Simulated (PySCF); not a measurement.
Geometry (Å), atoms numbered from 1 in this order:
```xyz
24

C     3.256    0.362    0.576
O     2.051   -0.305    0.844
C     1.570   -1.057   -0.255
Si   -0.214   -1.492    0.245
C    -1.337    0.047   -0.090
C    -1.557    0.234   -1.590
C    -2.683   -0.145    0.612
C    -0.619    1.213    0.490
N     0.021    2.022   -0.231
H     3.129    1.093   -0.233
H     3.543    0.879    1.491
H     4.045   -0.345    0.292
H     2.208   -1.935   -0.422
H     1.604   -0.451   -1.168
H    -0.217   -1.820    1.672
H    -0.729   -2.612   -0.554
H    -2.018   -0.650   -2.026
H    -0.613    0.432   -2.089
H    -2.207    1.089   -1.764
H    -3.330    0.713    0.434
H    -3.182   -1.032    0.230
H    -2.556   -0.262    1.686
H    -0.680    1.278    1.587
H     0.503    2.763    0.273
```

One conformer, no relativistic terms, isolated molecule, rapidly exchanging positions averaged. GIAO PBE0/pcSseg-1 shieldings; structure optimised with GFN2-xTB; PySCF.

Shifts are taken against calculated references (same method and geometry level): ¹³C (σref 186.93), ¹H (σref 31.72), ²⁹Si (σref 349.16) vs TMS; ¹⁷O (σref 336.08) against H2O; ¹⁵N (σref 267.73) against NH3.

```csv
atoms,nucleus,count,Hirshfeld charge,δ (ppm)
H15/H16,¹H,2,-0.08,?
C1,¹³C,1,-0.04,63.8
N9,¹⁵N,1,-0.22,?
H23,¹H,1,0.04,8.40
H17/H18/H19/H20/H21/H22,¹H,6,0.04,?
H13/H14,¹H,2,0.03,3.17
C3,¹³C,1,-0.09,61.4
Si4,²⁹Si,1,0.34,-27.2
H10/H11/H12,¹H,3,0.04,3.29
C8,¹³C,1,0.05,183.1
O2,¹⁷O,1,-0.14,4.8
H24,¹H,1,0.11,?
C6/C7,¹³C,2,-0.12,23.3
C5,¹³C,1,-0.06,35.6
```

Question: Fill in the missing shifts.

Answer: 
- H24: 10.14 ppm, hydrogen on a nitrogen bonded to C
- H15/H16: 4.00 ppm, hydrogen on a silicon bonded to 2 C
- H17/H18/H19/H20/H21/H22: 1.26 ppm, hydrogen on a carbon bonded to C
- N9: 336.6 ppm, nitrogen bonded to C, H

OH/NH shifts are gas-phase values; hydrogen bonding in solution moves them, usually downfield. Shifts are as computed. Against solution values, carbons near 30 ppm lie about +3 ppm off and those near 130 ppm about +5 ppm. Of 1211 compounds with measured shifts, 218 miss one by over three times the rms of a fit or turn the order of signals round; such compounds aren't used in these exercises. Experimental scales use liquid or dissolved standards, which lie at an offset from isolated NH3 (liquid NH3: subtract about 20 ppm) and H2O (liquid H2O: subtract about 36 ppm). Unscaled 15N shifts of sp2 nitrogen come out 20 to 40 ppm too high even then.
